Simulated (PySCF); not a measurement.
# Name the molecule from its bond curve

A diatomic of charge +1 contains In. Its doublet curve at B97-3 in a double-zeta basis (scalar-relativistic core potentials, PySCF), in eV from the separated fragments:

(R (Å), E (eV)): (2.777, -1.151), (2.906, -1.227), (3.035, -1.270), (3.132, -1.286), (3.229, -1.291), (3.326, -1.287), (3.455, -1.271), (3.616, -1.240), (3.810, -1.190), (4.069, -1.112)

The fit gives ωe = 195 cm⁻¹ and the rotational constant Bₑ = 0.2443 cm⁻¹.

**Question.** Which atom is the partner?

**Answer.** The minimum lies at 3.230 Å, so the reduced mass is 16.8576 u Å² cm⁻¹/(Bₑ·Re²) = 6.614 u. With In at 114.90 u the partner weighs about 7.0 u: Li. The molecule is LiIn⁺.

Spin–orbit coupling is left out. The state is the lowest determinant that a PBE0 search found; another state may lie lower at other levels.
